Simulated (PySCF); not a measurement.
C6H8SSi, SMILES C=C[SiH2]c1cccs1 (GFN2-xTB optimised geometry):

```
16

C     -0.715     3.869     2.060
C     -0.990     2.893     1.209
Si     0.226     2.156    -0.025
C     -0.006     0.293     0.001
C      0.937    -0.692    -0.001
C      0.401    -1.998     0.000
C     -0.956    -1.998     0.000
S     -1.596    -0.405     0.000
H     -1.447     4.265     2.749
H      0.262     4.321     2.105
H     -1.992     2.477     1.211
H     -0.071     2.657    -1.376
H      1.616     2.442     0.340
H      1.992    -0.483    -0.001
H      0.999    -2.893     0.001
H     -1.626    -2.835     0.002
```

Level of theory: B3LYP/def2-TZVP in PySCF 2.14.0.

Task: What are the frontier orbital energies and the dipole moment?

Result: HOMO-2 -7.73 eV, HOMO-1 -7.05 eV, HOMO -6.65 eV, LUMO -0.93 eV, LUMO+1 -0.54 eV; dipole moment 0.59 D.

Meta-Löwdin charges at B3LYP/def2-TZVP: C1 -0.22, C2 -0.34, Si3 0.66, C4 -0.37, C5 -0.13, C6 -0.15, C7 -0.26, S8 0.29, H9 0.12, H10 0.11, H11 0.12, H12 -0.11, H13 -0.11, H14 0.12, H15 0.13, H16 0.14.
